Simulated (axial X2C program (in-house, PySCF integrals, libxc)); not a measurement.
## Outer orbitals of TiCl⁻ at 2.355 Å, PBE0

All values were computed with an axial X2C code built on PySCF integrals. Spin-free means the one-electron spin-free X2C Hamiltonian; two-component (2c) means X2C with spin–orbit coupling and atomic mean-field two-electron Coulomb and Gaunt terms, so the difference of the two also holds small scalar two-electron terms. Basis: Ti dyall-acv3z [11s11p7d4f2g], Cl dyall-av3z [9s8p3d2f] (cores contracted in-house); Gaussian nuclei, density fitting, unrestricted open shells. Masses: Ti 47.948 u, Cl 34.969 u.

The distance is close to the 2c PBE0 minimum; the highest filled and lowest empty levels are listed.

Spin-free orbitals, state M_S = 1, Λ = 3 (beyond evenly filled blocks: π+α, δ+α) (Löwdin shares):

```csv
symmetry,occupied,ε (eV),atomic character
σβ,yes,-34.69,99% Ti p
π-β,yes,-34.31,100% Ti p
π+β,yes,-34.31,100% Ti p
σβ,yes,-17.20,"77% Cl s, 7% Ti d, 6% Ti p"
σα,yes,-17.18,"77% Cl s, 7% Ti d, 6% Ti p"
σα,yes,-5.06,"84% Cl p, 7% Ti d, 4% Ti s"
σβ,yes,-5.01,"85% Cl p, 6% Ti d, 4% Ti s"
π+α,yes,-4.38,"80% Cl p, 12% Ti d, 4% Ti f"
π-α,yes,-4.25,"84% Cl p, 8% Ti d, 4% Ti f"
π+β,yes,-4.23,"85% Cl p, 6% Ti d, 4% Ti f"
π-β,yes,-4.23,"85% Cl p, 6% Ti d, 4% Ti f"
δ+α,yes,-1.01,100% Ti d
π+α,yes,-0.76,"88% Ti d, 6% Cl p, 3% Ti p"
σα,yes,-0.31,"64% Ti s, 18% Ti d, 7% Ti p"
σβ,yes,0.25,"71% Ti s, 18% Ti p, 5% Cl p"
π-β,no,1.71,100% Ti p
π+β,no,1.71,100% Ti p
σβ,no,1.74,"96% Ti p, 4% Ti s"
π-α,no,1.81,99% Ti p
π+α,no,1.82,100% Ti p
```

The highest filled level is positive, so this functional does not bind it, and the empty levels of an anion are set by the basis.

Spinors with spin–orbit coupling (state Ω = 2):

| ω | occupied | ε (eV) | atomic character | λ mixture |
| --- | --- | --- | --- | --- |
| 1/2 | yes | -34.63 | 99% Ti p | 99% σ, 1% π |
| -1/2 | yes | -34.45 | 100% Ti p | 98% π, 2% σ |
| 3/2 | yes | -34.07 | 100% Ti p | 100% π |
| 1/2 | yes | -17.20 | 77% Cl s, 7% Ti d, 6% Ti p | 100% σ |
| -1/2 | yes | -17.19 | 77% Cl s, 7% Ti d, 6% Ti p | 100% σ |
| -1/2 | yes | -5.07 | 84% Cl p, 7% Ti d, 4% Ti s | 100% σ |
| 1/2 | yes | -5.01 | 85% Cl p, 6% Ti d, 4% Ti s | 99% σ, 1% π |
| 1/2 | yes | -4.41 | 80% Cl p, 12% Ti d, 4% Ti f | 99% π, 1% σ |
| -1/2 | yes | -4.26 | 85% Cl p, 6% Ti d, 4% Ti f | 100% π |
| -3/2 | yes | -4.21 | 83% Cl p, 8% Ti d, 4% Ti f | 100% π |
| 3/2 | yes | -4.19 | 84% Cl p, 6% Ti d, 4% Ti f | 100% π |
| 3/2 | yes | -1.03 | 100% Ti d | 100% δ |
| 1/2 | yes | -0.77 | 88% Ti d, 6% Cl p, 3% Ti p | 100% π |
| -1/2 | yes | -0.31 | 64% Ti s, 18% Ti d, 7% Ti p | 100% σ |
| 1/2 | yes | 0.25 | 71% Ti s, 18% Ti p, 5% Cl p | 100% σ |
| -1/2 | no | 1.71 | 100% Ti p | 100% π |
| 3/2 | no | 1.71 | 100% Ti p | 100% π |
| 1/2 | no | 1.74 | 96% Ti p, 4% Ti s | 100% σ |
| -3/2 | no | 1.81 | 99% Ti p | 100% π |
| 1/2 | no | 1.82 | 100% Ti p | 100% π |

The highest filled level is positive, so this functional does not bind it, and the empty levels of an anion are set by the basis.

Mulliken charges and populations of the two-component result (they depend on the basis, above all on diffuse functions):

Ti -0.45 e (s 7.73 p 12.31 d 2.37 f 0.02), Cl -0.55 e (s 5.94 p 11.59 d 0.02). ⟨Lz⟩ = 3.00 ħ and ⟨Sz⟩ = -1.00 ħ (-1.01 and 0.01 on the two atoms), which add up to Ω.

The state is one determinant whose occupation by symmetry is held fixed; it was picked as the lowest of a PBE0 search that is not exhaustive. Density functionals use the spin component along the axis (collinear). Other states lie close and PBE0, whose exact exchange favours high spin, may order them wrongly; the determinant shown need not be the ground state. The nearest other spin-free determinant of the search, M_S = 1, Λ = 0, lies 0.015 eV up at the distance of the search. The functionals have no current-density term, which raises determinants with orbital currents, atoms included. With several unpaired electrons one determinant need not be a pure state. A state of lower Ω lies just above, and one determinant can place such states too high, so the state shown need not be the lowest. The search has Ω = 1 only 0.04 eV up. The highest occupied level of some functionals is positive through self-interaction error; at Hartree–Fock it is bound. The determinant is spin-polarised beyond a pure state at some levels (its spin-free form has ⟨S²⟩ too high), which makes Re and μ there less reliable.
